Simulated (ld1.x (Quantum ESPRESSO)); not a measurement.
# selenium: excitation energies, all-electron against PAW

selenium (Se), PAW, made with ld1.x (Quantum ESPRESSO) 7.5 (PW91, scalar-relativistic). Core [Ar] 3d10, reference 4s2 4p4. Waves: 4s (bound): rcut 1.25, rcutus 1.50 bohr; 4s channel at 2.55 Ry: rcut 1.25, rcutus 1.50 bohr; 4p (bound): rcut 1.65, rcutus 1.85 bohr; 4p channel at -0.15 Ry: rcut 1.65, rcutus 1.85 bohr. Local part: all-electron potential smoothed inside 1.50 bohr (lloc = -1). Core correction: Bessel-smoothed model core inside 1.40 bohr. Augmentation charge: PSQ, inside the norm-conserving radii.

Energies are relative to the spin-unpolarised reference configuration 4s2 4p4; without spin polarisation the order of configurations can differ from experiment.

| valence configuration | charge | ΔE all-electron (eV) | error AE − PS (meV) |
| --- | --- | --- | --- |
| 4s2 4p3 | +1 | 10.902 | -4.5 |
| 4s2 4p0 | +4 | 104.606 | -286 |
| 4s2 4p3.5 | +0.5 | 4.336 | -1.2 |
| 4s2 4p4.3 | -0.3 | -1.607 | +0.2 |
| 4s1 4p4 | +1 | 22.464 | -17 |

(1) What are ΔE and the potential's error for 4s2 4p2?

(2) What are ΔE and the potential's error for 4s2 4p1?

Levels in the configuration 4s2 4p2:

```csv
level,all-electron (eV),pseudo (eV)
4s,-37.744,-37.802
4p,-25.551,-25.589
```

## Answers

(1) ΔE = 31.326 eV all-electron; the error (AE − PS) is -28 meV.

(2) ΔE = 62.295 eV all-electron; the error (AE − PS) is -102 meV.
